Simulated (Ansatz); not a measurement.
Positional isomers: cyclohexane formyl+silyl. Gas-phase values, no solvent. One relaxed conformer stands for each flexible species; it need not be the lowest. Strings in code marks are SMILES.

Quantity: electronic energy of isomers of C7H14OSi relative to `O=CC1([SiH3])CCCCC1` (O–C–C–Si torsion 100°), in kcal/mol.

Case: `O=C[C@H]1CC[C@@H]([SiH3])CC1` (O–C–C–C torsion 133°). Geometry of `O=C[C@H]1CC[C@@H]([SiH3])CC1` (neutral, multiplicity 1, Å):

```xyz
23

O     -2.2879     0.1034     2.0699
C     -2.4229     0.1107     0.8628
C     -1.6556    -0.7555    -0.1234
C     -1.1219     0.0949    -1.2958
C      0.0818     0.9508    -0.8760
C      1.2023     0.0957    -0.2502
Si     2.7081     1.1497     0.2456
C      0.6607    -0.7263     0.9372
C     -0.5501    -1.5858     0.5421
H     -3.1894     0.7888     0.3682
H     -2.4412    -1.4350    -0.5348
H     -0.8212    -0.5863    -2.1206
H     -1.9334     0.7384    -1.7009
H     -0.2505     1.7149    -0.1359
H      0.4618     1.5170    -1.7525
H      1.5695    -0.6138    -1.0303
H      2.3127     2.1567     1.2950
H      3.2467     1.8933    -0.9496
H      3.8012     0.2773     0.8051
H      1.4578    -1.3766     1.3551
H      0.3570    -0.0399     1.7572
H     -0.2258    -2.3778    -0.1670
H     -0.9595    -2.0947     1.4383
```

Question: What electronic energy of isomers of C7H14OSi relative to `O=CC1([SiH3])CCCCC1` (O–C–C–Si torsion 100°) does frozen-core MP2/cc-pVDZ // PBE-D3(BJ)/def2-SVP (Ansatz, an electronic-structure program) give?

Answer: 1.90 kcal/mol.
